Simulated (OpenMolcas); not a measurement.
W⁴⁺: effect of the active space

```json
{"Program": "OpenMolcas 26.06", "Method": "CASSCF or its RAS form", "Basis": "ANO-RCC-VQZP", "Scalar Hamiltonian": "DKH2, point nucleus", "Spin-orbit coupling": "state interaction with AMFI integrals over the reference wave functions, term energies averaged over their components"}
```

A. 2 electrons in 5 orbitals (5d); 2S+1 = 3 even, 10 roots; 2S+1 = 1 even, 15 roots; cost roughly 15 core-seconds
B. 8 electrons in 8 orbitals (RAS1 5p, at most 2 holes; RAS2 5d); 2S+1 = 3 even, 10 roots; 2S+1 = 1 even, 15 roots; cost roughly 40 core-seconds
C. 2 electrons in 10 orbitals (5d 6d); 2S+1 = 3 even, 10 roots; 2S+1 = 1 even, 15 roots; cost roughly 30 core-seconds

Energies in eV above 5d2 3F2, the measured ground level; measured values from the list in J. Phys. B 45, 065001 (2012).

```tsv
Level	A	B	C	Measured
5d2 3F2	0.0000	0.0000	0.0000	0.0000
5d2 3F3	0.7529	0.8088	0.7589	
5d2 3F4	1.4339	1.5242	1.4417	1.4282
5d2 3P0	1.8446	1.7936	1.8434	1.5918
5d2 1D2 [53 %]	1.9899	1.9737	1.9816	
5d2 3P1	2.2574	2.2525	2.2504	2.0247
5d2 1G4	3.0674	3.1915	3.0503	2.7705
5d2 3P2 [60 %]	3.0990	3.1348	3.0883	2.8040
5d2 1S0	6.2213	5.9206	6.1104	5.3450
```

Deviations, from unrounded energies. A percentage is the sum of absolute deviations over the sum of measured energies, with the sign that they share, or ± where signs differ.

```csv
Against measurement,Levels,A,B,C
mean absolute deviation (cm-1),6,2600,2500,2400
fine structure of the ground term (%),1,+0.4,+6.7,+0.9
other terms of the ground configuration (%),5,+13.4,+12.1,+12.4
```

B, C lie about equally close to measurement and A furthest from it. The largest miss of C in the table is 5d2 1S0, by +6200 cm-1. The ranking rests on the paired levels alone, and a cruder setting can come out closer through cancelling errors.

Among A to C the level of the table that moves most is 5d2 1S0, by 2400 cm-1 (lowest in B, highest in A).

Without dynamic correlation excited terms often stand tens of per cent too high (terms of higher spin than the ground term too low), and those without a measured partner can miss by more than the paired ones. Active for correlation alone: 5p; no level in the range computed is led by a configuration that opens it, so any true level of that kind is missing (holds for B). Active for correlation alone: 6d; no level in the range computed is led by a configuration that fills it, so any true level of that kind is missing (holds for C). Measured partners are found by configuration, term and J. A level has none where our copy of the source lacks it or the pairing is in doubt (some pairs that miss far off the trend of their configuration count as doubtful), and it then counts in no deviation. Levels of configurations outside the active space are missing.

A share in square brackets marks a mixed level and gives the weight of the term that names it, the lowest over the columns.
